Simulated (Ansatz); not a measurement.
Start from `Cl[Si](Cl)(Cl)[TeH]` and change one atom or group to get `[Cl][SnH2][Si](Cl)(Cl)Cl`.

Ansatz, PBE0-D4/def2-TZVP geometries, multiplicity 1. Each molecule was computed in one conformer, which needn't be the lowest.

Elements past krypton have def2 core potentials.

```csv
property,`Cl[Si](Cl)(Cl)[TeH]`
size of the dipole moment (ωB97M-V/def2-TZVPP) / D,1.17
HOMO energy (ωB97M-V/def2-TZVPP) / eV,-9.15
LUMO energy (PBE0/def2-TZVPP) / eV,-1.49
HOMO energy (PBE/def2-TZVPP) / eV,-5.99
LUMO energy (B3LYP/def2-TZVPP) / eV,-1.71
HOMO–LUMO gap (ωB97M-V/def2-TZVPP) / eV,9.53
```

Task: Give the same properties after the change, and the shifts. (Estimate.)

Result: Ansatz gave: 
```json
{"property": "size of the dipole moment (ωB97M-V/def2-TZVPP) / D", "`[Cl][SnH2][Si](Cl)(Cl)Cl`": "2.12", "shift": "0.95"}
{"property": "HOMO energy (ωB97M-V/def2-TZVPP) / eV", "`[Cl][SnH2][Si](Cl)(Cl)Cl`": "-10.24", "shift": "-1.09"}
{"property": "LUMO energy (PBE0/def2-TZVPP) / eV", "`[Cl][SnH2][Si](Cl)(Cl)Cl`": "-1.45", "shift": "0.04"}
{"property": "HOMO energy (PBE/def2-TZVPP) / eV", "`[Cl][SnH2][Si](Cl)(Cl)Cl`": "-7.07", "shift": "-1.08"}
{"property": "LUMO energy (B3LYP/def2-TZVPP) / eV", "`[Cl][SnH2][Si](Cl)(Cl)Cl`": "-1.65", "shift": "0.06"}
{"property": "HOMO–LUMO gap (ωB97M-V/def2-TZVPP) / eV", "`[Cl][SnH2][Si](Cl)(Cl)Cl`": "10.55", "shift": "1.02"}
```

Dipoles are sizes alone; their direction can turn.

B3LYP here is the variant with VWN-RPA as its local correlation; programs differ in this.

Spin–orbit coupling is left out; it splits and shifts lone-pair levels of the heavy atoms by tenths of an eV.
